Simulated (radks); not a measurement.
The numbers below are computed, except where a source is named.
Initial-state core-level shifts of neutral osmium when its valence configuration changes from [Xe] 4f14 5d6 6s2. Code: a radial shooting solver on a logarithmic mesh with Libxc functionals. Model: Dirac Kohn-Sham, PBEsol, spin-unpolarised, spherical densities, finite nucleus; open shells fill j = l - 1/2 first; Fermi nuclear charge, rms radius 5.4126 fm. Shifts are changes of the shell-averaged eigenvalues in eV (positive: less bound); the change of the density at the nucleus, which sets a Mossbauer isomer shift, is in e/bohr^3, on a base of 1.673e+06.

4f14 5d5.5 6s2 6p0.5: 2s -2.035; 4p -2.024; 4d -2.026; 5p -1.901; density at nucleus +19.4
4f14 5d7 6s1: 2s +2.337; 4p +2.319; 4d +2.324; 5p +2.125; density at nucleus -113.6
4f14 5d6 6s1.5 6p0.5: 2s -0.729; 4p -0.735; 4d -0.735; 5p -0.741; density at nucleus -44.6
4f14 5d8: 2s +4.268; 4p +4.246; 4d +4.257; 5p +3.920; density at nucleus -208.9
4f14 5d6.5 6s1.5: 2s +1.217; 4p +1.206; 4d +1.208; 5p +1.101; density at nucleus -59.3
4f14 5d5 6s2 6p1: 2s -4.108; 4p -4.079; 4d -4.083; 5p -3.802; density at nucleus +40.0
4f13 5d7 6s2: 2s -11.537; 4p -11.300; 4d -10.810; 5p -2.993; density at nucleus +117.9
4f13.5 5d6 6s2 6p0.5: 2s -7.800; 4p -7.695; 4d -7.456; 5p -3.467; density at nucleus +78.4
4f14 5d4 6s2 6p2: 2s -8.389; 4p -8.300; 4d -8.309; 5p -7.628; density at nucleus +85.4
